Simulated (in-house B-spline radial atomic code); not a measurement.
A fraction x of an electron is removed from 3d in Fe IV (Fe3+), starting from [Ar] 3d5 and keeping the highest spin. All numbers are computed (non-relativistic r2SCAN, spin-polarised, spherical fractional occupations; point nucleus) with a radial B-spline atomic code at the basis-set limit, not measured.

```json
{"x": "0", "E(x) - E(0) (eV)": "0.0000", "3d up level (eV)": "-45.989"}
{"x": "0.1", "E(x) - E(0) (eV)": "4.6946", "3d up level (eV)": "-47.906"}
{"x": "0.14", "E(x) - E(0) (eV)": "6.6263", "3d up level (eV)": "-48.679"}
{"x": "0.32", "E(x) - E(0) (eV)": "15.7046", "3d up level (eV)": "-52.203"}
{"x": "0.41", "E(x) - E(0) (eV)": "20.4833", "3d up level (eV)": "-53.992"}
{"x": "0.5", "E(x) - E(0) (eV)": "25.4237", "3d up level (eV)": "-55.798"}
{"x": "0.55", "E(x) - E(0) (eV)": "28.2388", "3d up level (eV)": "-56.809"}
{"x": "0.63", "E(x) - E(0) (eV)": "32.8486", "3d up level (eV)": "-58.438"}
{"x": "0.82", "E(x) - E(0) (eV)": "44.3232", "3d up level (eV)": "-62.359"}
{"x": "0.99", "E(x) - E(0) (eV)": "55.2270", "3d up level (eV)": "-65.931"}
{"x": "1", "E(x) - E(0) (eV)": "55.8874", "3d up level (eV)": "-66.143"}
```

The exact functional would give a straight line between the two integer points. Deviations E(x) - E(0) - x[E(1) - E(0)], in eV: -0.894 at x = 0.1, -1.198 at x = 0.14, -2.179 at x = 0.32, -2.431 at x = 0.41, -2.52 at x = 0.5, -2.499 at x = 0.55, -2.36 at x = 0.63, -1.504 at x = 0.82, -0.102 at x = 0.99.

The curve lies below the straight line by up to 2.52 eV (at x = 0.5): convex, the delocalisation error that favours fractional charges.

(1) How well does Slater's transition state (minus the level at half occupation) give the ionisation energy?

Answers

(1) It gives 55.798 eV against 55.887 eV from the two total energies; NIST lists 54.91 eV, ground level to ground level.
